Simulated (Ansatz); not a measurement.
[M(NH3)6] with several metals: gap (eV) at several levels, gas phase, relaxed structures; Ansatz. Core potentials for Ce, Dy, Er, Eu, Gd, Ho, Nd, Pr, Sm, Tb, Tm, Yb in the def2 sets, no spin–orbit coupling. HOMO and LUMO are taken over both spins. With an open 4f shell the SCF may have ended above the lowest state. Names give formal oxidation states. A dash marks a value that wasn't run or was left out as unsound. The structures are stationary points that may keep the symmetry of their start. Remarks come from the PBE and PBE0 runs and from stability tests at other levels; not every state was tested.

| species | state | geometry | PBE-D4/def2-SVP | PBE-D4/def2-TZVP | r2SCAN-D4/def2-TZVP | PBE0-D4/def2-TZVP | remarks |
| --- | --- | --- | --- | --- | --- | --- | --- |
| [Ni(NH3)6]3+ (NiN6H18³⁺) | doublet | PBE-D4/def2-SVP | 0.55 | 0.59 | 0.88 | 3.35 | – |
| [Ce(NH3)6]3+ (CeN6H18³⁺) | doublet | PBE-D4/def2-SVP | 0.76 | 0.76 | 1.46 | 6.05 | – |
| [Pr(NH3)6]3+ (PrN6H18³⁺) | triplet | PBE-D4/def2-SVP | 0.58 | 0.59 | 1.44 | 6.30 | – |
| [Nd(NH3)6]3+ (NdN6H18³⁺) | quartet | r2SCAN-D4/def2-SVP | 1.42 | 1.42 | 2.92 | 6.48 | – |
| [Sm(NH3)6]3+ (SmN6H18³⁺) | sextet | PBE-D4/def2-SVP | 0.67 | 0.68 | 1.65 | 4.67 | spin-contaminated (⟨S²⟩ up to 8.87) |
| [Eu(NH3)6]3+ (EuN6H18³⁺) | septet | PBE-D4/def2-SVP | 0.37 | 0.38 | 0.87 | 3.59 | spin-contaminated (⟨S²⟩ up to 12.23) |
| [Gd(NH3)6]3+ (GdN6H18³⁺) | octet | r2SCAN-D4/def2-SVP | 3.38 | 3.30 | 5.63 | 8.30 | – |
| [Tb(NH3)6]3+ (TbN6H18³⁺) | septet | r2SCAN-D4/def2-SVP | 0.97 | 0.99 | 1.96 | 7.83 | – |
| [Dy(NH3)6]3+ (DyN6H18³⁺) | sextet | r2SCAN-D4/def2-SVP | 0.83 | 0.84 | 2.10 | – | – |
| [Ho(NH3)6]3+ (HoN6H18³⁺) | quintet | PBE-D4/def2-SVP | 1.78 | 1.79 | 4.05 | 7.57 | – |
| [Er(NH3)6]3+ (ErN6H18³⁺) | quartet | PBE-D4/def2-SVP | 1.46 | 1.42 | 4.17 | 7.22 | – |
| [Tm(NH3)6]3+ (TmN6H18³⁺) | triplet | PBE-D4/def2-SVP | 0.73 | 0.75 | 2.17 | 6.27 | – |
| [Yb(NH3)6]3+ (YbN6H18³⁺) | doublet | PBE-D4/def2-SVP | 0.40 | 0.42 | 1.43 | 5.42 | – |

Question: Estimate the column for PBE0-D4/def2-SVP.

Answer: [Ni(NH3)6]3+ (NiN6H18³⁺) 3.33; [Ce(NH3)6]3+ (CeN6H18³⁺) 6.06; [Pr(NH3)6]3+ (PrN6H18³⁺) 6.32; [Nd(NH3)6]3+ (NdN6H18³⁺) 6.40; [Sm(NH3)6]3+ (SmN6H18³⁺) 4.57; [Eu(NH3)6]3+ (EuN6H18³⁺) 3.46; [Gd(NH3)6]3+ (GdN6H18³⁺) 8.38; [Tb(NH3)6]3+ (TbN6H18³⁺) 7.84; [Dy(NH3)6]3+ (DyN6H18³⁺) 7.22; [Ho(NH3)6]3+ (HoN6H18³⁺) 7.59; [Er(NH3)6]3+ (ErN6H18³⁺) 7.27; [Tm(NH3)6]3+ (TmN6H18³⁺) 6.25; [Yb(NH3)6]3+ (YbN6H18³⁺) 5.17.

Over the 12 species that have every level, the mean is 1.09 at PBE-D4/def2-SVP, 1.09 at PBE-D4/def2-TZVP, 2.39 at r2SCAN-D4/def2-TZVP, 6.05 at PBE0-D4/def2-SVP, 6.09 at PBE0-D4/def2-TZVP. Orbital gaps grow with the share of exact exchange and aren't one observable across functionals.
